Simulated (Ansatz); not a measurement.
# Which method gave which barrier?

Saddle point of CH$_{5}$GaO, singlet (CH₅GaO ([CH3][GaH][OH]) → CH₃Ga ([CH3][Ga]) + H₂O; bonds formed: O2–H3; bonds broken: Ga1–O2, Ga1–H3), PBE0-D4/def2-TZVP structure:

Ga1  (-0.610, -0.467, -0.635)
O2  (0.989, 0.151, -1.696)
H3  (0.059, -0.828, -2.092)
C4  (-0.602, 0.211, 1.219)
H5  (1.900, -0.109, -1.504)
H6  (-1.550, 0.049, 1.733)
H7  (-0.380, 1.281, 1.195)
H8  (0.193, -0.289, 1.781)
(Å)

Ansatz 0.2.0; basis: def2-TZVPP, with def2-QZVPP for the basis limit; cores frozen in the correlated methods. Filled d shells of the heavier atoms are correlated. The def2 sets are not built for correlating such inner shells, so the correlated values are less sure here. B3LYP uses VWN-RPA correlation. Extrapolation: Hartree–Fock as exp(−7.88 √X), correlation as X^−2.97. Four methods, as single points on the PBE0-D4 structures, gave these electronic barriers from the start structure: 48.42, 56.83, 62.84, 78.05 kcal/mol.

Question: The methods were, in alphabetical order, B3LYP-D4, HF, MP2, SPW92. Which gave which? (A judgement: the text doesn't fix the answer.)

Answer: The calculation gives: SPW92 48.42; B3LYP-D4 56.83; MP2 62.84; HF 78.05 kcal/mol. For comparison, CCSD(T) at an estimated basis limit (MP2 extrapolated from triple and quadruple zeta, plus CCSD(T) − MP2 in triple zeta) gives 60.60 kcal/mol.

No T1 diagnostic of these runs exceeds 0.017. The restricted Hartree–Fock reference is unstable towards an unrestricted one at one or more of these structures.

Labels in which every atom is bracketed show which atoms are joined, not bond orders.

For scale, one of the runs: CCSD(T)/def2-TZVPP, 180 basis functions, launched by `ansatz run in.yaml --threads 2 --pin off --events-out ev --progress --plain --max-ram 4352MiB`. Time: 20 s of wall clock on 2 CPU threads of an Intel Xeon 6975P-C; the host was shared. Peak host memory: 1.9 GiB.
